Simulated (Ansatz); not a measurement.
Input for Ansatz (a quantum-chemistry and plane-wave program): R-SVWN5/def2-TZVPP on H4OSeSi (SMILES [SiH3]O[SeH]), a point of a torsion scan.

Ansatz 0.2 input:
```yaml
crystal:
  periodic: [false, false, false]
  atoms:
    - {symbol: Si, position_ang: [0.79553821, -0.21067375, 0.07122469]}
    - {symbol: O, position_ang: [-0.32602095, 0.94946254, -0.18980563]}
    - {symbol: Se, position_ang: [-2.14226586, 0.95990185, 0.00692068]}
    - {symbol: H, position_ang: [0.58041283, -1.34579807, -0.82819042]}
    - {symbol: H, position_ang: [1.96094585, 0.60080232, -0.25264539]}
    - {symbol: H, position_ang: [0.74998578, -0.67457996, 1.45903513]}
    - {symbol: H, position_ang: [-2.14141736, 2.38589414, 0.30468411]}
basis:
  gaussian:
    orbitals: def2-TZVPP
hamiltonian:
  xc: {name: SVWN5}
scf: {lower_state_search: off}
```

The head of its log:

```
WARN ansatz: RAYON_NUM_THREADS=2 ignored (pool sized by the plan → 2); use --threads N
Functional definition: SVWN5
these checks for a lower state are left out or cut short: stability, starts, cluster_reference, orbital_swaps, neighbouring_geometries, increment
integrals: 0.09 GiB planned
1062 factors; their error is unknown
mean field: 0.64 GiB planned
mean field evaluation 1: about -75194.3240 eV, gradient 6.2e1 eV
mean field evaluation 2: about -75115.4215 eV, gradient 1.8e2 eV
```

Q: What total energy does the run end on?

A: -2763.5828 hartree.
